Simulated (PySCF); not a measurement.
An unknown is described by computed data only.

Elements present: Ge, H, O and Si. Monoisotopic mass: 275.8136 u.

| Property | Result |
| --- | --- |
| Triplet | lowest triplet excitation (Tamm–Dancoff): 4.97 eV [TDA B3LYP/def2-SVPD] |
| Dipole | 0.61 D [B3LYP/def2-SVPD] |
| UV, strongest line | among the 10 lowest singlet transitions: S4 at 6.33 eV (196 nm, f = 0.288) [TDDFT B3LYP/def2-SVPD] |
| NMR, other nuclei | isotropic shieldings of nuclei other than C and H, by class: 355 (1 O), 448 (1 Si), 1334 (1 Ge), 1402 (1 Ge), 1662 (1 Ge) ppm [GIAO PBE0/pcSseg-1] |
| Valence photoelectron | vertical ionisation energy: 9.12 eV [ΔSCF B3LYP/def2-SVPD] |
| 1H NMR | chemical shifts (computed TMS as zero) by class: 5.87 (1 H), 5.04 (3 H), 3.74 (3 H), 3.73 (3 H) ppm [GIAO PBE0/pcSseg-1] |
| Polarisability | 134.4 au [B3LYP/def2-SVPD] |
| XPS | Si2p3/2 106.5, O1s 536.6, Si1s 1846.2 eV [ΔSCF SCAN, pcX-2 on the ionised atom, pcseg-1 elsewhere, spin-free X2C, 2p3/2 from a spin–orbit splitting computed afterwards within the 2p shell] |
| Rotational structure | rotational constants A, B, C: 1.063, 0.613, 0.417 GHz [PBE0-D3(BJ)/def2-SVP] |
| UV, first state | lowest singlet excitation: 5.40 eV (230 nm, f = 0.003) [TDDFT B3LYP/def2-SVPD] |

Gas-phase values; electronic properties from PySCF, density fitting. Levels stand in brackets. The structure is a single PBE0-D3(BJ)/def2-SVP conformer in the gas phase; no vibrational or solvent corrections. The calculation (core ionisation apart) is non-relativistic and has no spin–orbit coupling, an omission that weighs most on germanium. NMR classes are plain means over equivalent atoms (diastereotopic ones count apart unless rotation or inversion swaps them), as if these changed places fast.

Problem. Which formula fits the mass and the elements?

Solution. Ge3H10OSi (calculated 275.8136). No other formula that holds each of these elements comes within 0.0003 u with a fitting electron parity and a possible valence count.

Problem. Give a SMILES that accounts for the data.

Solution. Numbering: `[SiH3:1][Ge@@H:2]([GeH3:3])[O:4][GeH3:5]`. Hydrogen classes from least to most shielded: 1 H on a germanium bonded to Ge, O, Si and H, Ge2 (5.87 ppm), 3 H on a germanium bonded to O and 3 H, Ge5 (5.04 ppm), 3 H on a germanium bonded to Ge and 3 H, Ge3 (3.74 ppm, a mean of values up to 0.6 ppm apart in this geometry), 3 H on an SiH3 silicon, Si1 (3.73 ppm). The other shieldings belong to: 355 ppm, oxygen bonded to 2 Ge [O4]; 448 ppm, SiH3 silicon [Si1]; 1334 ppm, germanium bonded to Ge, O, Si and H [Ge2]; 1402 ppm, germanium bonded to O and 3 H [Ge5]; 1662 ppm, germanium bonded to Ge and 3 H [Ge3]. The core levels belong to: Si2p3/2 106.5 eV, SiH3 silicon [Si1]; O1s 536.6 eV, oxygen bonded to 2 Ge [O4]; Si1s 1846.2 eV, SiH3 silicon [Si1]. No core level of Ge was computed. S1 is mainly HOMO→LUMO (weight 0.97); the largest Löwdin shares of the orbital it empties are 0.23 on the germanium bonded to Ge, O, Si and H, 0.23 on the germanium bonded to Ge and 3 H, 0.19 on the oxygen bonded to 2 Ge and 0.13 on the SiH3 silicon, of the orbital it fills 0.23 on the germanium bonded to Ge, O, Si and H, 0.14 on the germanium bonded to O and 3 H, 0.12 on the germanium bonded to Ge and 3 H and 0.12 on the oxygen bonded to 2 Ge. The optimised geometry has point group C1 and is an asymmetric top. Structure: `[SiH3][Ge@@H]([GeH3])[O][GeH3]`. Computed isomers that give other values at the same levels: `[SiH3][O][GeH]([GeH3])[GeH3]` (core binding energies: Si2p3/2 107.2, O1s 537.0, Si1s 1847.1 eV). The assignments are read from this structure; whether some other isomer fits the data as well wasn't checked. The mirror image fits equally. NMR values of atoms bound to Ge lack the spin–orbit term that these neighbours bring.

Shape of the structure used: `[SiH3:1][Ge@@H:2]([GeH3:3])[O:4][GeH3:5]`: Si1–Ge2–O4–Ge5 -162°.
